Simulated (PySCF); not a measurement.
C₆H₁₁NO.
SMILES: `CC[C@@H](C#N)COC`

Method: PySCF 2.14.0, density-fitted response routines, TDDFT PBE0/def2-SVPD, vertical, gas phase, core orbitals frozen in the response. The structure is a single GFN2-xTB conformer in the gas phase; no vibrational or solvent corrections. Torsions of this conformer, `[CH3:1][CH2:2][C@@H:3]([C:4]#[N:5])[CH2:6][O:7][CH3:8]`: C1–C2–C3–C4 64°, C2–C3–C6–O7 65°, C3–C6–O7–C8 -179°.

Orbital energies (eV): HOMO-3 -9.73, HOMO-2 -9.33, HOMO-1 -9.24, HOMO -7.98, LUMO 0.48, LUMO+1 0.73, LUMO+2 0.84.

Computed singlets:

```json
{"state": "S1", "E (eV)": "7.22", "f": "0.023"}
{"state": "S2", "E (eV)": "7.63", "f": "0.0078"}
{"state": "S3", "E (eV)": "7.71", "f": "0.011"}
{"state": "S4", "E (eV)": "7.86", "f": "0.0001"}
{"state": "S5", "E (eV)": "8.09", "f": "0.0011"}
{"state": "S6", "E (eV)": "8.18", "f": "0.014"}
```

Q: Which orbital pair leads each of S1, S2 and S3, and how does its energy difference Δε compare with the excitation energy?

A: 

```json
{"state": "S1", "leading configuration": "HOMO→LUMO", "weight": "0.83", "Δε (eV)": "8.46", "E (eV)": "7.22", "E − Δε (eV)": "-1.24", "f": "0.023", "other configurations": "H→L+1 (10%)"}
{"state": "S2", "leading configuration": "HOMO→LUMO+2", "weight": "0.69", "Δε (eV)": "8.82", "E (eV)": "7.63", "E − Δε (eV)": "-1.19", "f": "0.0078", "other configurations": "H→L+1 (17%), H→L (11%)"}
{"state": "S3", "leading configuration": "HOMO→LUMO+1", "weight": "0.70", "Δε (eV)": "8.71", "E (eV)": "7.71", "E − Δε (eV)": "-1.01", "f": "0.011", "other configurations": "H→L+2 (23%)"}
```

E − Δε runs from -1.24 to -1.01 eV. By orbital difference alone the order would be S1, S3, S2.

H and L stand for HOMO and LUMO. The other states: S4 7.86 eV, f 0.0001, H-2→L+2 (22%), H-1→L+2 (22%), H-1→L (14%); S5 8.09 eV, f 0.0011, H→L+3 (72%), H→L+5 (25%); S6 8.18 eV, f 0.014, H-2→L+2 (33%), H-1→L (18%), H-1→L+1 (11%).

Triplets (Tamm–Dancoff): T1 6.46 eV, H-2→L+2 (14%), H-1→L+2 (13%), H-2→L+3 (10%); T2 7.02 eV, H→L (65%), H→L+1 (12%), H→L+2 (9%).

Summed over the main configurations (up to three a state, each over 8%) of all 6 singlets, the electron leaves HOMO with weight 3.81, HOMO-1 with weight 0.65 and HOMO-2 with weight 0.55.

The run took 51 s of wall time on an Arm Neoverse V1 with one thread, no GPU, on a shared host, and the process peaked at 1.0 GiB of memory.
